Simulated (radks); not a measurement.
Effect of the nuclear size on neutral bromine, [Ar] 3d10 4s2 4p5. All-electron calculation, Dirac Kohn-Sham, LDA (Slater exchange, Perdew-Wang correlation), spin-unpolarised, spherical densities, finite nucleus; open shells fill j = l - 1/2 first; Fermi nuclear charge, rms radius 4.1629 fm. Program: a radial shooting solver on a logarithmic mesh with Libxc functionals. The rms radius is varied about that value; shifts are against it.

[
 {"rms radius (fm)": "3.4261", "total energy shift (eV)": "-0.174", "density at nucleus (e/bohr^3)": "4.481e+04", "1s1/2 shift (meV)": "-74.1", "2s1/2 shift (meV)": "-7.43", "3p1/2 shift (meV)": "0.109", "4s1/2 shift (meV)": "-0.123"},
 {"rms radius (fm)": "3.8507", "total energy shift (eV)": "-0.0777", "density at nucleus (e/bohr^3)": "4.441e+04", "1s1/2 shift (meV)": "-33.0", "2s1/2 shift (meV)": "-3.31", "3p1/2 shift (meV)": "0.049", "4s1/2 shift (meV)": "-0.055"},
 {"rms radius (fm)": "4.1629", "total energy shift (eV)": "0", "density at nucleus (e/bohr^3)": "4.415e+04", "1s1/2 shift (meV)": "0.000", "2s1/2 shift (meV)": "0.000", "3p1/2 shift (meV)": "0.000", "4s1/2 shift (meV)": "0.000"},
 {"rms radius (fm)": "4.3377", "total energy shift (eV)": "0.0459", "density at nucleus (e/bohr^3)": "4.402e+04", "1s1/2 shift (meV)": "19.5", "2s1/2 shift (meV)": "1.96", "3p1/2 shift (meV)": "-0.029", "4s1/2 shift (meV)": "0.032"},
 {"rms radius (fm)": "5.1037", "total energy shift (eV)": "0.268", "density at nucleus (e/bohr^3)": "4.348e+04", "1s1/2 shift (meV)": "114", "2s1/2 shift (meV)": "11.4", "3p1/2 shift (meV)": "-0.167", "4s1/2 shift (meV)": "0.189"}
]

Slopes of the eigenvalues against <r^2> in GHz/fm^2, as finite differences over the two radii next to the reference (eigenvalue slopes, not the field-shift constants of lines): 1s1/2 3180, 2s1/2 320, 3p1/2 -4.68, 4s1/2 5.30.
